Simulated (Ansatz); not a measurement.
Born–Oppenheimer molecular dynamics of ClF$_{2}$HHfO (6 atoms, charge 0, multiplicity 1). It goes on from the last frame of an earlier run, with new velocities.

Computed with RKS PBE0-D4/def2-SVP (Ansatz 0.2.0).

```yaml
ensemble: NVT, Nosé–Hoover chain
time_step: 0.5 fs
steps_asked: 150
set_temperature: 700 K
thermostat: time constant 300 fs, chain length 5
masses: H 2.014 u
seed: 396848
```

First frame:

```xyz
6
Properties=species:S:1:pos:R:3
Hf -0.096 -0.045 -0.012
O -0.243 -0.481 1.830
H -0.682 -0.235 2.598
F 1.739 0.070 -0.678
F -1.040 1.574 -0.837
Cl -0.995 -1.908 -1.037
```

Problem. How far do the bonds stretch over the last three quarters of this one trajectory? (Pairs bonded in most of those frames.)

Solution. 
```json
{"bond": "Hf1–O2", "mean (Å)": "1.929", "spread (Å)": "0.048", "shortest": "1.85", "longest": "1.99"}
{"bond": "Hf1–F4", "mean (Å)": "1.908", "spread (Å)": "0.040", "shortest": "1.86", "longest": "1.97"}
{"bond": "Hf1–F5", "mean (Å)": "1.912", "spread (Å)": "0.092", "shortest": "1.79", "longest": "2.04"}
{"bond": "Hf1–Cl6", "mean (Å)": "2.370", "spread (Å)": "0.065", "shortest": "2.28", "longest": "2.45"}
{"bond": "O2–H3", "mean (Å)": "0.970", "spread (Å)": "0.047", "shortest": "0.90", "longest": "1.04"}
```

Mean temperature of the second half: 919 K. The conserved energy stayed within 0.25 meV per atom of its start (net change 0.18 meV per atom), so the integration is sound. The mean temperature of the second half is 31 % above the set value. A run of 0.075 ps of so small a system gives no equilibrium averages.

Time of the run: 7.2 min on 1 thread of Intel(R) Xeon(R) 6975P-C (Granite Rapids) (shared host), peak memory 0.23 GiB.
